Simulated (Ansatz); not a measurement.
Input file for Cl₂OSW (`[O]=[W](=[S])([Cl])[Cl]`):

```yaml
crystal:
  periodic: [false, false, false]
  atoms:
    - {symbol: O, position_ang: [-0.469761, -0.421466, 1.641792]}
    - {symbol: W, position_ang: [-0.013796, -0.030891, 0.064945]}
    - {symbol: S, position_ang: [1.733502, -1.141200, -0.386199]}
    - {symbol: Cl, position_ang: [-1.660890, -0.643605, -1.335391]}
    - {symbol: Cl, position_ang: [0.460844, 2.163563, -0.026547]}
basis:
  gaussian: {orbitals: def2-TZVPP}
correlation: {method: ccsd_t}
output: {orbitals: {seedname: orbitals}}
```

```sh
$ ansatz run in.yaml --threads 4 --pin off --events-out ev --progress --plain --max-ram 10444MiB
```

The program prints (abridged):

```
Functional definition: HF
1330 factors; integrals over basis functions are off by at most 9.5e-4 eV
mean field evaluation 1: about -39665.3586 eV, gradient 6.7e1 eV
mean field evaluation 2: about -39665.7155 eV, gradient 6.8e1 eV
mean field evaluation 4: about -39675.0461 eV, gradient 4.5e0 eV
mean field evaluation 8: about -39675.1497 eV, gradient 1.2e0 eV
mean field evaluation 16: about -39675.1557 eV, gradient 2.1e-6 eV
mean field -39675.15568535 eV, -1458.0350786500 hartree, gradient 2.4e-6 eV, S^2 0.000000; 1 other end points of the search recorded, 0 dependent functions left out; unrestricted orbitals would lower it
16 core orbitals not correlated: weight in the atoms' cores, before any rotation towards them, 1.000 or more for the frozen orbitals, at most 0.000 for the correlated occupied ones
reference -39675.15568535 eV, -1458.0350786500 hartree; 20, 20 occupied and 177, 177 virtual orbitals, 1330 factors
second order -35.79847200 eV of doubles, -0.00000000 eV of singles
cycle   1  -32.40885476 eV  change     3.4e0 eV  update   3.2e-1
cycle   2  -34.26335605 eV  change    -1.9e0 eV  update   2.3e-1
cycle   3  -34.65081060 eV  change   -3.9e-1 eV  update   4.3e-2
cycle   4  -34.66670444 eV  change   -1.6e-2 eV  update   2.1e-2
cycle   5  -34.64525522 eV  change    2.1e-2 eV  update   6.6e-3
cycle   6  -34.64446936 eV  change    7.9e-4 eV  update   3.0e-3
cycle   7  -34.64496730 eV  change   -5.0e-4 eV  update   1.3e-3
cycle   8  -34.64416053 eV  change    8.1e-4 eV  update   9.1e-4
cycle   9  -34.64429801 eV  change   -1.4e-4 eV  update   3.9e-4
cycle  10  -34.64490236 eV  change   -6.0e-4 eV  update   2.3e-4
cycle  11  -34.64464047 eV  change    2.6e-4 eV  update   1.2e-4
cycle  12  -34.64438793 eV  change    2.5e-4 eV  update   7.5e-5
cycle  13  -34.64458145 eV  change   -1.9e-4 eV  update   2.4e-5
cycle  14  -34.64451410 eV  change    6.7e-5 eV  update   1.5e-5
cycle  15  -34.64452029 eV  change   -6.2e-6 eV  update   6.3e-6
perturbative correction -2.23194133 eV, -0.0820223311 hartree
Total energy: -39712.03214696 eV, -1459.3902636187 hartree
```

Hardware: 4 threads of an Intel Xeon on a shared host. Wall time 94 s, peak host memory 2.1 GiB.

The correlation energy is -36.876 eV, 6.1 % of it from (T); the T1 diagnostic reads 0.0219.
